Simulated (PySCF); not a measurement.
# Two-component Hartree-Fock for Sn+ (tin, charge +1)

Start: [Kr] 4d10 5s2 5p1; 5p3/2 filled at m_j = +3/2. Calculated with PySCF 2.14 in x2c-SVPall-2c with one added diffuse shell each of s, p type (7s9p4d, 54 functions): generalised Hartree-Fock with the X2C-1e Hamiltonian and a Gaussian nucleus; one run each with spin-orbit coupling (SO) screened by Boettger's factors, then bare. This is a chosen level, not necessarily the ground level.

```tsv
spinor shell	electrons	ε, screened SO (eV)	ε, bare SO (eV)	weight of nominal j (bare SO)	rms radius, bare SO (bohr)
1s1/2	2	-29347.8	-29347.6	1.000	0.0333
2s1/2	2	-4528.8	-4528.7	1.000	0.136
2p1/2	2	-4221.2	-4228.5	1.000	0.117
2p3/2	4	-3987.9	-3984.9	1.000	0.123
3s1/2	2	-920.14	-920.13	1.000	0.361
3p1/2	2	-793.33	-794.67	1.000	0.354
3p3/2	4	-749.36	-748.80	1.000	0.366
3d3/2	4	-526.91	-528.24	1.000	0.340
3d5/2	6	-518.13	-517.26	1.000	0.343
4s1/2	2	-168.26	-168.26	1.000	0.872
4p1/2	2	-123.68	-123.93	1.000	0.932
4p3/2	4	-115.87	-115.77	1.000	0.958
4d3/2	4	-44.372	-44.537	0.995	1.18
4d5/2	6	-43.335	-43.232	0.997	1.19
5s1/2	2	-20.975	-20.977	0.999	2.53
5p3/2	1	-13.711	-13.705	1.000	3.21
```

```csv
quantity,screened SO,bare SO
E (hartree),-6173.58543,-6173.71526
M_J,3/2,3/2
⟨J²⟩,3.760,3.760
⟨L²⟩,2.022,2.024
⟨S²⟩,0.768,0.770
```

Each row is a mean over spinors that exchange with the open shell spreads, by up to 1.933 eV (5s1/2).

Breit and QED terms are absent; they matter most for the inner s and p1/2 levels.

Densities and radii are taken from the X2C orbitals without a picture-change correction, which distorts them close to the nucleus.
